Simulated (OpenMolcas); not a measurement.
# Sb3+: effect of the basis set

| Property | Result |
| --- | --- |
| Program | OpenMolcas |
| Method | MS-RASPT2, IPEA 0.25 Eh, imaginary shift 0.1 Eh (closed shells correlated: 4d) |
| Active space | 2 electrons in 9 orbitals (RAS2 5s 5p; RAS3 5d, at most 2 electrons) |
| State averaging | 2S+1 = 3 even, 3 roots; 2S+1 = 1 even, 7 roots; 2S+1 = 3 odd, 3 roots; 2S+1 = 1 odd, 3 roots |
| Spin-orbit coupling | state interaction with AMFI integrals over the reference wave functions, term energies averaged over their components |

A. ANO-RCC-VTZP [7s6p4d2f1g], DKH2, point nucleus; CASPT2 step about 9 core-seconds
B. ANO-R2 [7s6p4d2f1g], X2C, finite nucleus; CASPT2 step roughly 5 core-seconds
C. ANO-RCC-VQZP [8s7p5d3f2g], DKH2, point nucleus; CASPT2 step about 13 core-seconds
D. ANO-RCC [10s9p8d5f3g], DKH2, point nucleus; CASPT2 step about 20 core-seconds

Energies in cm-1 above 5s2 1S0, the measured ground level; measured values from Moore, Atomic Energy Levels, vol. III, NSRDS-NBS 35 (1971 reprint of NBS Circular 467, 1958).

```csv
Level,A,B,C,D,Measured
5s2 1S0,0.0,0.0,0.0,0.0,0.0
5s 5p 3P* 0,65570,65010,65590,65290,
5s 5p 3P* 1,67640,66970,67510,67270,66700
5s 5p 3P* 2,72810,71840,72270,72220,72560
5s 5p 1P* 1,95530,94700,95030,94830,95952
5p2 3P0,153990,152220,153480,152940,152076
```

Deviations, from unrounded energies. A percentage is the sum of absolute deviations over the sum of measured energies, with the sign that they share, or ± where signs differ.

| Against measurement | Levels | A | B | C | D |
| --- | --- | --- | --- | --- | --- |
| mean absolute deviation (cm-1) | 4 | 880 | 600 | 850 | 720 |
| other configurations (%) | 4 | ±0.9 | ±0.6 | ±0.9 | ±0.7 |

B lies closest to measurement on these levels and A furthest from it. The largest miss of B in the table is 5s 5p 1P* 1, by -1300 cm-1. The ranking rests on the paired levels alone, and a cruder setting can come out closer through cancelling errors.

Among A to D the level of the table that moves most is 5p2 3P0, by 1800 cm-1 (lowest in B, highest in A). Moves below CASPT2's spread within the term are not significant.

Active for correlation alone: 5d; no level in the range computed is led by a configuration that fills it, so any true level of that kind is missing. Some terms mix strongly with configurations of 5d, whose occupation reaches 0.29 (5p2 1D) (holds for C; D). Measured partners are found by configuration, term and J. A level has none where our copy of the source lacks it or the pairing is in doubt (some pairs that miss far off the trend of their configuration count as doubtful), and it then counts in no deviation. Only configurations of the active space appear. Levels that lie high or do not pair safely by name in every column are left out.

* marks odd parity.
